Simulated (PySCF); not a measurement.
# What a mistake does to a calculation on BGeH5N2

These are calculations, not measurements. The program is PySCF 2.14.0, an open-source quantum chemistry code, run on an isolated molecule that a program drew, which may never have been made. The molecule is BGeH5N2 (charge 0, singlet), drawn as the SMILES string `B[N]=[GeH][NH2]`.

Each row is a Hartree-Fock (HF) and frozen-core CCSD(T) single point in the cc-pVDZ basis, meant for a local HF minimum. Run 1 is clean. Each other run has one planted mistake out of seven kinds, and not every kind appears here: one electron removed, one electron added, multiplicity raised by two, geometry at a saddle point, minimal basis STO-3G, one bond length entered in bohr, all coordinates scaled. The reference is restricted for singlets and unrestricted otherwise, and also for a bond in bohr. Adding or removing an electron swaps singlet and doublet. Electrons count all cores. HOMO and LUMO are orbital energies over both spins, the gradient is its largest component, and the lowest frequency (negative if imaginary) is given only where the gradient is small. Bond lengths are over the 8 bonds as drawn. T1 is the CCSD diagnostic: over 0.02 (restricted) or 0.045 (unrestricted) a single reference is doubtful. Germanium has the cc-pVDZ-PP basis, with a core potential (ECP10MDF) in place of its 10 inner electrons, and its 3s, 3p and 3d shells are frozen in CCSD(T).

Geometry of the clean run:
```xyz
9
BGeH5N2, angstrom
B    -2.6135   -3.0353   -2.4818
N    -2.4843   -2.1936   -1.3944
Ge   -2.4731   -1.0070   -0.2533
N    -1.0000   -0.1416    0.2617
H    -2.8103   -2.6025   -3.5961
H    -2.5225   -4.2347   -2.3392
H    -3.6655   -0.5316    0.5486
H    -0.1053   -0.4677   -0.0520
H    -0.9575    0.2931    1.1633
```

```
run  electrons  basis functions  <S^2>  HOMO (eV)  LUMO (eV)  gradient (hartree/bohr)  lowest frequency (cm^-1)  mean bond (Å)  longest bond (Å)      T1  HF (hartree)  CCSD(T) (hartree)                     mistake
  1         56               90  0.000      -8.91       2.37                  1.1e-05                        55         1.3441             1.784  0.0185    -429.85429         -430.42616                    no fault
  2         57               90  0.768       0.84       8.43                  7.3e-02                         -         1.3441             1.784  0.0169    -429.79437         -430.37355          one electron added
  3         56               90  2.036      -5.42       0.57                  1.2e-01                         -         1.3441             1.784  0.0284    -429.76079         -430.29480  multiplicity raised by two
  4         56               90  0.000      -8.89       2.24                  1.4e-02                         -         1.3656             1.813  0.0193    -429.85172         -430.42831                           ?
```

**Which mistake was planted in run 4, and what did it cost?**

The mean and the longest bond both change by the same factor, 1.016, and the gradient is no longer small. So the mistake is: all coordinates scaled. Subtracting run 1 and multiplying by 627.51 kcal/mol a hartree, the energy moved by 1.6 kcal/mol in HF and -1.3 kcal/mol in CCSD(T).

Cautions from the logs. Run 2: the HOMO is above zero, so the electron isn't bound and the energy depends on the basis.
